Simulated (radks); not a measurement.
The numbers below are computed, except where a source is named.
All-electron atom: Sn+ in [Kr] 4d8 5s2 5p1 4f2 (not the ground configuration). Level of theory: Dirac Kohn-Sham, XLYP, spin-unpolarised, spherical densities, point nucleus; open shells are shared between the two j in proportion to 2j + 1 (a radial shooting solver on a logarithmic mesh with Libxc functionals). Some entries of the table are withheld. Estimate them.

orbital      occ.  eigenvalue (hartree)  <r^2> (bohr^2)
1s1/2           2             -1067.061        0.001142
2s1/2           2             -162.1159         0.01851
2p1/2           2                   (1)         0.01376
2p3/2           4                   (2)         0.01506
3s1/2           2                   (3)          0.1316
3p1/2           2             -27.96234          0.1264
3p3/2           4             -26.41261          0.1350
3d3/2           4             -18.81099          0.1159
3d5/2           6             -18.49084          0.1184
4s1/2           2              -6.05372          0.7420
4p1/2           2              -4.60697          0.8283
4p3/2           4              -4.31787          0.8829
4d3/2         3.2                   (4)           1.237
4d5/2         4.8                   (5)           1.264
5s1/2           2                   (6)             (7)
5p1/2    0.333333                   (8)           6.225
5p3/2    0.666667                   (9)           6.631
4f5/2    0.857143              -0.10608           36.61
4f7/2     1.14286              -0.10595           36.75

Answer. 
(1) 2p1/2 eigenvalue (hartree): -151.5200
(2) 2p3/2 eigenvalue (hartree): -143.0391
(3) 3s1/2 eigenvalue (hartree): -32.26450
(4) 4d3/2 eigenvalue (hartree): -2.02085
(5) 4d5/2 eigenvalue (hartree): -1.97791
(6) 5s1/2 eigenvalue (hartree): -1.06993
(7) 5s1/2 <r^2> (bohr^2): 4.667
(8) 5p1/2 eigenvalue (hartree): -0.73175
(9) 5p3/2 eigenvalue (hartree): -0.69570
